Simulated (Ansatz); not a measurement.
`F[SiH2][SnH3]` + H₂ → `[SiH3][SnH3]` + H–F at 298.15 K and 1 bar (hydrogenolysis of the Si–F bond).

Gas-phase electronic energies from Ansatz, PBE0-D4/def2-TZVP geometries. CCSD(T)/CBS adds triple-zeta CCSD(T) − MP2 to the extrapolated MP2 energy (def2 sets, frozen cores). This one scheme is used for every species. Elements past krypton have def2 core potentials. For Sn outer-core shells are correlated without core-valence functions, which leaves a few kJ/mol of doubt a bond.

```
        species  CCSD(T)/CBS energy (Eh)  H − E (kJ/mol)  S (J/(mol·K))
`F[SiH2][SnH3]`               -605.93962           123.9          339.2
             H₂                 -1.17544            35.1          130.4
 `[SiH3][SnH3]`               -506.68362           133.9          307.2
            H–F               -100.39570            33.5          173.6
```

H − E and S are ideal-gas, rigid-rotor, harmonic terms from PBE0-D4/def2-TZVP. The MP2-based limit puts H₂ 0.8 mEh under its directly extrapolated value; such offsets cancel only in part. 1 Eh = 2625.50 kJ/mol, R = 8.31446 J/(mol·K).

Problem. By hand: ΔE, ΔH, ΔS and ΔG.

Solution. ΔE = (-506.68362) + (-100.39570) − (-605.93962) − (-1.17544) = 0.03574 Eh = 93.8 kJ/mol. Δ(H − E) = 133.9 + 33.5 − 123.9 − 35.1 = 8.4, so ΔH = 102.2 kJ/mol. ΔS = 307.2 + 173.6 − 339.2 − 130.4 = 11.2 J/(mol·K). ΔG = 102.2 − 298.15 × (11.2)/1000 = 98.9 kJ/mol.

Problem. By hand: the equilibrium constant, and the temperature at which ΔG would vanish if ΔH and ΔS stayed fixed.

Solution. log₁₀ K = −ΔG/(RT ln 10) = -17.3. ΔG = 0 at ΔH/ΔS = 9125 K, far beyond where these terms or the molecules hold.

The number of gas molecules stays the same, so ΔS is small and ΔH decides. A doubt of 5 kJ/mol in ΔE shifts log₁₀ K by 0.9 here. These are equilibria of isolated gas molecules and say nothing of rates. Largest T1 diagnostic: 0.013 (customary marks: 0.02 for closed shells, 0.045 for open ones).
